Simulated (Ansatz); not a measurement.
Consider the cleavage of the Si–Ge bond: `[SiH3][SiH2][GeH2][SiH3]` + `[OH][Cd][SH]` → `[SiH3][O][Cd][SH]` + `[SiH3][SiH2][GeH3]`.

Gas-phase electronic energies from Ansatz, PBE0-D4/def2-TZVP geometries. CCSD(T)/CBS is the MP2 limit (def2-TZVPP, def2-QZVPP) plus CCSD(T) − MP2 in def2-TZVPP, frozen cores. DFT in def2-TZVPP. Elements past krypton have def2 core potentials. For Cd, Ge outer-core shells are correlated without core-valence functions, which leaves a few kJ/mol of doubt a bond. Scalar relativity is left out up to krypton. Each species was taken in one conformer, which may not be the lowest.

`[SiH3][SiH2][GeH2][SiH3]`:

Z-matrix (Å, degrees):
```
Si
Si 1 2.337
H 1 1.488 2 109.5
H 1 1.488 2 111.6 3 120.4
H 1 1.488 2 109.7 3 -118.9
Ge 2 2.381 1 109.5 3 61.2
H 2 1.490 1 110.2 3 -177.3
H 2 1.490 1 109.6 3 -58.3
Si 6 2.379 2 110.3 1 -56.9
H 6 1.541 2 110.4 1 -178.7
H 6 1.541 2 109.1 1 63.2
H 9 1.487 6 109.7 2 -57.3
H 9 1.487 6 111.2 2 -177.8
H 9 1.487 6 109.5 2 61.9
```

`[OH][Cd][SH]`:

```xyz
5

O     0.973    0.484    1.762
Cd   -0.164    0.151    0.190
S    -1.530   -0.101   -1.665
H     1.216   -0.319    2.228
H    -0.495   -0.215   -2.515
```

`[SiH3][O][Cd][SH]`:

Cartesian coordinates in Å:
```
Si -0.515 1.617 0.646
O -0.084 0.717 -0.633
Cd 0.264 -1.179 -0.999
S 0.656 -3.389 -1.556
H -1.088 0.786 1.750
H 0.655 2.351 1.209
H -1.543 2.618 0.248
H 1.654 -3.521 -0.665
```

`[SiH3][SiH2][GeH3]`:

Z-matrix (Å, degrees):
```
Si
Si 1 2.337
H 1 1.488 2 109.7
H 1 1.488 2 111.3 3 120.4
H 1 1.488 2 109.7 3 -119.2
Ge 2 2.380 1 110.4 3 59.6
H 2 1.490 1 109.9 3 -179.8
H 2 1.490 1 109.9 3 -61.0
H 6 1.538 2 110.2 1 -59.7
H 6 1.538 2 110.2 1 59.6
H 6 1.538 2 111.3 1 179.9
```

| level | ΔE (kcal/mol) |
| --- | --- |
| LDA (SPW92) | -15.1 |
| revPBE-D4 | -14.4 |
| B97M-V | -21.6 |
| PBE0-D4 | -16.7 |
| ωB97X-V | -20.7 |
| PBE | -14.9 |
| HF/def2-QZVPP | -29.5 |
| SCS-MP2/def2-QZVPP | -22.8 |

**Question.** What does CCSD(T)/CBS give? (An estimate is asked.)

**Answer.** The calculation gave: -19.7 kcal/mol. The listed levels differ from it by 4.6, 5.3, -1.9, 3.0, -1.0, 4.8, -9.8, -3.1 kcal/mol.

Largest T1 diagnostic among the species: 0.015.

From PBE to PBE0 (25 % exact exchange), in def2-TZVPP and without D4, ΔE moves by −2.5 kcal/mol. In def2-TZVPP, CCSD(T) changes the Hartree–Fock value by +8.1 kcal/mol (the triples alone add +1.0 kcal/mol) and MP2 by +7.5 kcal/mol. Leaving LDA and LC-ωPBE aside and taking each functional with its dispersion term where it has one, the values, not all of them listed here, spread over 8.8 kcal/mol, from BHLYP-D4 to PBE-D4.

CCSD(T)/CBS has its own doubt, a few kJ/mol and more with outer-core shells, so smaller differences from it don't rank the levels.
